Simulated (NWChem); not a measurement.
Molecule: Si2H4OClF; SMILES F[SiH2]O[SiH2]Cl

```xyz
9

Si    -0.0061    -1.7968    -0.5105
F     -0.8744    -2.1844     0.7992
O      0.8893    -0.4550    -0.1747
Si     0.9064     1.1088     0.3494
Cl    -0.8752     2.0232    -0.1539
H     -0.9554    -1.5244    -1.6167
H      0.9297    -2.9096    -0.7933
H      2.0095     1.8203    -0.3400
H      1.0437     1.1498     1.8263
```
Atoms are numbered in this order, from 1.

Results from NWChem. All runs use the structure optimised with PBE0/def2-SVP. Hybrids' shares of exact exchange are those that their runs print; pure functionals count as 0. The functionals differ in more than this share.

```csv
row,share of exact exchange,orbital gap (eV)
PBE/def2-TZVP,0.00,6.82
BLYP/def2-TZVP,0.00,6.87
B3LYP/def2-TZVP,0.20,withheld
PBE0/def2-TZVP,0.25,9.10
PW6B95/def2-TZVP,0.28,9.20
```

Q: Fit a straight line of the last column on the one before it, predict the withheld value, and compare with the run.

A: 
1. Means of the 4 shown rows: x = 0.133, y = 7.997. Slope Σ(x − x̄)(y − ȳ)/Σ(x − x̄)² = 0.6123/0.07068 = 8.664; intercept 6.850.
2. The shown rows scatter about the line by 0.059 (root mean square); the largest residual is +0.08, at PBE0/def2-TZVP.
3. At x = 0.20 (B3LYP/def2-TZVP; inside the shown range) the line gives 8.58.
4. The run gives 8.67, +0.09 from the line, 1.5 times the scatter.
